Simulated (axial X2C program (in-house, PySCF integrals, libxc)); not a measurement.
# LiGa⁺: from the spin-free to the two-component result

All values were computed with an axial X2C code built on PySCF integrals. Spin-free means the one-electron spin-free X2C Hamiltonian; two-component (2c) means X2C with spin–orbit coupling and atomic mean-field two-electron Coulomb and Gaunt terms, so the difference of the two also holds small scalar two-electron terms. Basis: Ga dyall-cv3z [9s9p7d4f1g], Li dyall-cv3z [7s8p2d] (cores contracted in-house); Gaussian nuclei, density fitting, unrestricted open shells. Masses: Ga 68.926 u, Li 7.016 u.

Spin-free state: M_S = 1/2, Λ = 0 (beyond evenly filled blocks: σα); fragments Ga + Li+.

| level | Re (Å) | ωe (cm⁻¹) | De (eV) | μ (D) |
| --- | --- | --- | --- | --- |
| PBE0 | 3.058 | 198.7 | 1.280 | 8.47 |
| HF | 3.085 | 203.2 | 1.207 | 8.80 |
| MP2 | 3.058 | 203.4 | 1.120 | n/a |

Correlated methods: 13 electrons correlated (number of frozen shells: Ga 3 s, 2 p; Li 1 s), 235 virtual spin orbitals or spinors in MP2.

Dipoles are positive if Li is the positive end and refer to the centre of mass.

Two-component determinant lowest at the distance of the search:

Ω = 1/2 (⟨Sz⟩ = 0.50, ⟨Lz⟩ = 0.00 at HF); fragments Ga + Li+.

| level | Re (Å) | ωe (cm⁻¹) | De (eV) | μ (D) |
| --- | --- | --- | --- | --- |
| PBE0 | 3.058 | 198.6 | n/a | 8.48 |
| HF | 3.084 | 203.1 | n/a | 8.80 |
| MP2 | 3.058 | 203.2 | 1.081 | n/a |

Problem. From the two tables, how do the constants change at the MP2 level (2c against spin-free)?

Solution. At the MP2 level Re is unchanged within 0.001 Å and ωe is unchanged to within 0.2 cm⁻¹; De changes by -0.039 eV.

The state is a single determinant with fixed occupations, the lowest that a limited PBE0 search found. De is counted from the lowest determinant-based energies of the atoms at the same level, without counterpoise correction. De is not given where an atomic determinant may have missed its ground term or J level, or where the truncated virtual space spoils (T). Density functionals use the spin component along the axis (collinear). Without a current term, density functionals place determinants with orbital angular momentum somewhat too high.
